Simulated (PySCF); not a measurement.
C3H3, doublet, geometry from GFN2-xTB; B97M-V/cc-pVDZ (PySCF).

PySCF was given this input:
```python
from pyscf import gto, scf, dft

mol = gto.Mole()
mol.atom = '''
    C     0.016669   -0.110918    0.826671
    C     0.004089   -0.699050   -0.533825
    C    -0.021629    0.582254   -0.592081
    H     0.937550   -0.073548    1.395990
    H    -0.884396   -0.108661    1.428017
    H    -0.047925    1.548496   -1.028600
'''
mol.basis = 'cc-pvdz'
mol.charge = 0
mol.spin = 1
mol.verbose = 4
mol.build()

mf = dft.UKS(mol)
mf.xc = 'b97m_v'
mf.grids.atom_grid = (99, 590)
mf.grids.prune = None
mf.kernel()
```

What the program printed (banner, timings and long lists left out):

```
PySCF version 2.14.0

[INPUT] verbose = 4
[INPUT] num. atoms = 6
[INPUT] num. electrons = 21
[INPUT] charge = 0
[INPUT] spin (= nelec alpha-beta = 2S) = 1
[INPUT] symmetry False subgroup None
[INPUT] Mole.unit = angstrom
[INPUT] Symbol           X                Y                Z      unit          X                Y                Z       unit  Magmom
[INPUT]  1 C      0.016669000000  -0.110918000000   0.826671000000 AA    0.031499844770  -0.209604642285   1.562181785120 Bohr   0.0
[INPUT]  2 C      0.004089000000  -0.699050000000  -0.533825000000 AA    0.007727090123  -1.321013047377  -1.008783048446 Bohr   0.0
[INPUT]  3 C     -0.021629000000   0.582254000000  -0.592081000000 AA   -0.040872886348   1.100300594933  -1.118870933559 Bohr   0.0
[INPUT]  4 H      0.937550000000  -0.073548000000   1.395990000000 AA    1.771712728086  -0.138985577010   2.638038772632 Bohr   0.0
[INPUT]  5 H     -0.884396000000  -0.108661000000   1.428017000000 AA   -1.671266225661  -0.205339530421   2.698561031223 Bohr   0.0
[INPUT]  6 H     -0.047925000000   1.548496000000  -1.028600000000 AA   -0.090565124520   2.926233344985  -1.943772291728 Bohr   0.0

nuclear repulsion = 57.5084703648827
number of shells = 24
number of NR pGTOs = 99
number of NR cGTOs = 57
basis = cc-pvdz
ecp = {}

******** <class 'pyscf.dft.uks.UKS'> ********
method = UKS
initial guess = minao
damping factor = 0
level_shift factor = 0
DIIS = <class 'pyscf.scf.diis.CDIIS'>
diis_start_cycle = 1
diis_space = 8
diis_damp = 0
SCF conv_tol = 1e-09
SCF conv_tol_grad = None
SCF max_cycles = 50
direct_scf = True
direct_scf_tol = 1e-13
number electrons alpha = 11  beta = 10
XC library pyscf.dft.libxc version 7.1.2
    S. Lehtola, C. Steigemann, M. J. T. Oliveira, and M. A. L. Marques,  SoftwareX 7, 1–5 (2018)
XC functionals = b97m_v
    N. Mardirossian and M. Head-Gordon,  J. Chem. Phys. 142, 074111 (2015)
radial grids:
    Treutler-Ahlrichs [JCP 102, 346 (1995); DOI:10.1063/1.469408] (M4) radial grids

becke partition: Becke, JCP 88, 2547 (1988); DOI:10.1063/1.454033
pruning grids: None
grids dens level: 3
symmetrized grids: False
atomic radii adjust function: <function treutler_atomic_radii_adjust>
User specified grid scheme (99, 590)
** Following is NLC and NLC Grids **
NLC functional = b97m_v
radial grids:
    Treutler-Ahlrichs [JCP 102, 346 (1995); DOI:10.1063/1.469408] (M4) radial grids

becke partition: Becke, JCP 88, 2547 (1988); DOI:10.1063/1.454033
pruning grids: <function nwchem_prune>
grids dens level: 3
symmetrized grids: False
atomic radii adjust function: <function treutler_atomic_radii_adjust>
small_rho_cutoff = 0
Set gradient conv threshold to 3.16228e-05
tot grids = 350464
tot grids = 71784
init E= -116.283675572909

cycle= 1 E= -115.92958540673  delta_E= 0.354  |g|= 0.169  |ddm|= 1.71
cycle= 2 E= -115.925762692444  delta_E= 0.00382  |g|= 0.198  |ddm|= 0.419
cycle= 3 E= -115.945725848496  delta_E= -0.02  |g|= 0.0807  |ddm|= 0.241
cycle= 4 E= -115.948969510726  delta_E= -0.00324  |g|= 0.0305  |ddm|= 0.0815
cycle= 5 E= -115.949504945716  delta_E= -0.000535  |g|= 0.00437  |ddm|= 0.0283
cycle= 6 E= -115.949536236549  delta_E= -3.13e-05  |g|= 0.00256  |ddm|= 0.00907
cycle= 7 E= -115.949545348411  delta_E= -9.11e-06  |g|= 0.0019  |ddm|= 0.00566
cycle= 8 E= -115.949551086657  delta_E= -5.74e-06  |g|= 0.000483  |ddm|= 0.00459
cycle= 9 E= -115.949551996962  delta_E= -9.1e-07  |g|= 0.000118  |ddm|= 0.00256
cycle= 10 E= -115.949552035385  delta_E= -3.84e-08  |g|= 4.19e-05  |ddm|= 0.00054
cycle= 11 E= -115.949552037213  delta_E= -1.83e-09  |g|= 9.79e-06  |ddm|= 8.87e-05
cycle= 12 E= -115.949552037259  delta_E= -4.67e-11  |g|= 7.87e-06  |ddm|= 1.96e-05
Extra cycle  E= -115.949552037112  delta_E= 1.48e-10  |g|= 1.82e-05  |ddm|= 2.25e-05
converged SCF energy = -115.949552037112  <S^2> = 0.75976133  2S+1 = 2.0097376
```
